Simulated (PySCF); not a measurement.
## `Cc1ccc(B(F)F)nc1`, C6H6BF2N

Cartesian coordinates in Å; atom numbers follow the order of the lines, from 1:
```xyz
16

C    -2.6488   -0.1332    0.2069
C    -1.1561   -0.0552    0.1228
C    -0.4110   -0.8799   -0.7203
C     0.9725   -0.7353   -0.7684
C     1.5872    0.2367    0.0298
B     3.1342    0.4380    0.0012
F     3.7406    1.3561    0.7189
F     3.8922   -0.3300   -0.7668
N     0.8741    1.0307    0.8488
C    -0.4380    0.8815    0.8886
H    -2.9993   -0.0073    1.2420
H    -3.1150    0.6665   -0.3924
H    -3.0254   -1.0935   -0.1721
H    -0.9131   -1.6328   -1.3347
H     1.5796   -1.3693   -1.4186
H    -0.9835    1.5426    1.5749
```

The calculation used quadratic response CAM-B3LYP/aug-cc-pVDZ first hyperpolarisability, Taylor convention, gas phase (PySCF). Geometry: PBE0-D3(BJ)/def2-SVP.

(1) Give the tensor of the static β(0;0,0) in the axes of these coordinates.

## Answers

(1) In au, Taylor convention; rows are the first index (the induced dipole):
|  | xx | yy | zz | xy | xz | yz |
| --- | --- | --- | --- | --- | --- | --- |
| x | -274.3 | +28.0 | +28.7 | -27.1 | +9.7 | +20.7 |
| y | -27.1 | +31.1 | -2.1 | +28.0 | +20.7 | +5.2 |
| z | +9.7 | +5.2 | +9.0 | +20.7 | +28.7 | -2.1 |

Norm of βᵢ = ⅓ Σⱼ (βᵢⱼⱼ + βⱼᵢⱼ + βⱼⱼᵢ): 219.0 au, hyper-Rayleigh value 109.0 au.
